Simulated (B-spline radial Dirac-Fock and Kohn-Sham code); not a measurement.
# The Tb-like isoelectronic sequence (65 electrons), Z = 65 to 75

These are calculated numbers from a B-spline atomic structure program; the model is Dirac-Fock (average of configuration) total-energy differences with a finite nucleus, the Breit interaction including its frequency dependence, and self-energy and vacuum-polarisation corrections. Binding energies in eV, tabulated ground configurations. Correlation and solid-state effects are left out.

```
  ion           configuration       2s      3s     4s  4d3/2  outermost level  NIST ionisation energy
   Tb            [Xe] 4f9 6s2   8715.8  1969.2  407.5  162.9        4.86 (6s)                  5.8638
  Dy⁺           [Xe] 4f10 6s1   9061.9  2058.8  430.7  177.0       10.76 (6s)           11.647 ± 0.02
 Ho²⁺               [Xe] 4f11   9417.4  2151.7  455.6  192.4       20.89 (4f)            22.79 ± 0.03
 Er³⁺               [Xe] 4f11   9794.7  2261.1  494.6  220.8       41.27 (4f)            42.42 ± 0.04
 Tm⁴⁺               [Xe] 4f11  10183.5  2375.8  536.9  252.0       64.32 (4f)                       –
 Yb⁵⁺  [Kr] 4d10 4f12 5s2 5p5        ?       ?      ?      ?                ?                       ?
 Lu⁶⁺  [Kr] 4d10 4f13 5s2 5p4  10977.8  2599.1  612.1  306.5       102.8 (4f)                       –
 Hf⁷⁺  [Kr] 4d10 4f13 5s2 5p4  11398.9  2726.1  661.0  343.3       131.1 (4f)                       –
 Ta⁸⁺  [Kr] 4d10 4f13 5s2 5p4  11831.6  2857.9  712.6  382.3       159.2 (5p)                 159 ± 8
  W⁹⁺  [Kr] 4d10 4f14 5s2 5p3  12265.6  2982.2  756.3  414.5       180.6 (5p)               179 ± 1.2
Re¹⁰⁺  [Kr] 4d10 4f14 5s2 5p3  12721.2  3122.6  812.3  457.1       206.1 (5p)                208 ± 10
```

Question: Fill in the row of Yb⁵⁺.

Answer: 2s 10575.6, 3s 2485.7, 4s 573.7, 4d3/2 278.6, outermost 83.01 (4f), NIST – eV.

NIST's values are for the lowest levels; a dash marks a value that is missing or belongs to another shell. Their kind here: measured, semi-empirical, theoretical. Where a p, d or f shell is open in either ion the computed value averages over both j values and all terms, while the table refers to the lowest levels; that difference holds spin-orbit splitting (largest in heavy or highly charged ions), term energies where several electrons share open shells, and correlation, and it can reach 10 % or more.
